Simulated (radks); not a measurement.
All-electron atom: the cerium ion Ce54+ in [He] 2s2. Calculated with a radial shooting solver on a logarithmic mesh with Libxc functionals: scalar-relativistic Kohn-Sham, SCAN, spin-polarised, spherical densities, finite nucleus; meta-GGA in the generalised Kohn-Sham scheme; Fermi nuclear charge, rms radius 4.8771 fm.

Normalised radial functions P(r) = r R(r), r in bohr:

```
   r/bohr * 1s, o 2s (the largest magnitude, 5.7, reaches the edge; | marks zero, & curves that meet)
 0.002442                             |   o      *
 0.002958                             |   o       *
 0.003585                             |    o        *
 0.004309                             |     o         *
 0.005221                             |     o           *
 0.006326                             |      o            *
 0.007604                             |       o             *
 0.009213                             |       o               *
  0.01116                             |       o                 *
  0.01342                             |       o                  *
  0.01626                             |       o                  *
   0.0197                             |     o                   *
  0.02368                             |   o                    *
  0.02869                             | o                   *
  0.03477                           o |                  *
  0.04179                       o     |              *
  0.05063                   o         |         *
  0.06135                o            |      *
  0.07434              o              |   *
  0.08936             o               | *
   0.1083               o             |*
   0.1312                 o           *
   0.1577                     o       *
   0.1911                        o    *
   0.2315                           o *
   0.2783                            o*
   0.3372                             &
```

1s: eigenvalue -45949 eV, 0 radial nodes, <r> = 0.0245 bohr, 90 % of the charge inside 0.0440 bohr. 2s: eigenvalue -11145.8 eV, 1 radial node at r = 0.0317 bohr, <r> = 0.0998 bohr, 90 % of the charge inside 0.153 bohr.
